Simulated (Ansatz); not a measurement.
## C6H12O3 (propylene glycol methyl ether acetate (PGMEA)): the energy to break a bond

C6H12O3 has 21 atoms, charge 0, and is taken as a singlet. SMILES: `COCC(C)OC(C)=O`. Geometry: optimised at r2SCAN/def2-SVP. This is one conformer, not always the lowest.

```xyz
21

C    -1.7224   -2.4798    1.8361
O    -1.2826   -1.8717    0.6516
C    -0.5529   -0.6965    0.8797
C    -0.1275   -0.1368   -0.4674
C     0.7709   -1.0726   -1.2497
O     0.5661    1.0910   -0.1503
C     0.5965    2.0412   -1.1118
C     1.3724    3.2410   -0.6426
O     0.0725    1.9187   -2.1925
H    -2.3910   -1.8133    2.4182
H    -2.2807   -3.3856    1.5605
H    -0.8746   -2.7686    2.4905
H    -1.1621    0.0617    1.4166
H     0.3481   -0.8941    1.5021
H    -1.0213    0.1119   -1.0634
H     1.7034   -1.2625   -0.6940
H     1.0145   -0.6415   -2.2310
H     0.2516   -2.0300   -1.4003
H     0.9815    3.5937    0.3230
H     1.3137    4.0359   -1.3948
H     2.4238    2.9578   -0.4803
```

Wanted: the dissociation energy of the H18–C5 bond into doublet H and doublet C6H11O3 (shapes relaxed at r2SCAN/def2-SVP, no zero-point term). 1 Eh = 2625.50 kJ/mol = 27.2114 eV. Totals in Eh; open shells run unrestricted unless said.

```
           level  program      C6H12O3  doublet H  doublet C6H11O3
   BLYP/def2-SVP   Ansatz  -461.015752  -0.496404      -460.349171
 r2SCAN/def2-SVP   Ansatz  -460.935435  -0.499209      -460.267705
PBE0-D4/def2-SVP   Ansatz  -460.689381  -0.500291      -460.017331
```

Problem. Work out the dissociation energy at each level.

Solution. 
1. BLYP/def2-SVP: (-0.496404) + (-460.349171) − (-461.015752) = 0.170177 Eh = 446.8 kJ/mol = 4.63 eV.
2. r2SCAN/def2-SVP: (-0.499209) + (-460.267705) − (-460.935435) = 0.168521 Eh = 442.5 kJ/mol = 4.59 eV.
3. PBE0-D4/def2-SVP: (-0.500291) + (-460.017331) − (-460.689381) = 0.171759 Eh = 451.0 kJ/mol = 4.67 eV.

The levels span 442 to 451 kJ/mol; no measured value is set beside them. A bond enthalpy at 298 K also holds the loss of zero-point energy and thermal terms.
